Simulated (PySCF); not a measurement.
Computed IR spectrum (relative IR intensity) of a molecule C2H6F2OSi. Coordinates come from a PBE-D3(BJ)/def2-SVP optimisation. One conformer was computed; it need not be the lowest. These are PBE-D3(BJ)/def2-SVP (PySCF) values and carry that method's errors. Frequencies are harmonic and unscaled.

Lines under 2 % of the strongest are left out, and lines within 2 cm⁻¹ are merged.

| ν (cm⁻¹) | relative intensity |
|---|---|
| 301 | 5.3 |
| 396 | 3.2 |
| 500 | 5.2 |
| 618 | 29 |
| 740 | 2.6 |
| 867 | 90 |
| 903 | 14 |
| 977 | 16 |
| 993 | 74 |
| 1073 | 61 |
| 1169 | 13 |
| 1213 | 100 |
| 1404 | 6.9 |
| 1431 | 4.5 |
| 2186 | 13 |
| 2204 | 68 |
| 2975 | 14 |
| 3067 | 5.7 |
| 3110 | 2.9 |

**Question.** Which molecule gave these data?
A) OC[SiH2]C(F)F
B) COC(F)(F)[SiH3]
C) C[C@H](O)[SiH](F)F
D) C[Si](F)(F)CO

**Answer.** B, COC(F)(F)[SiH3]
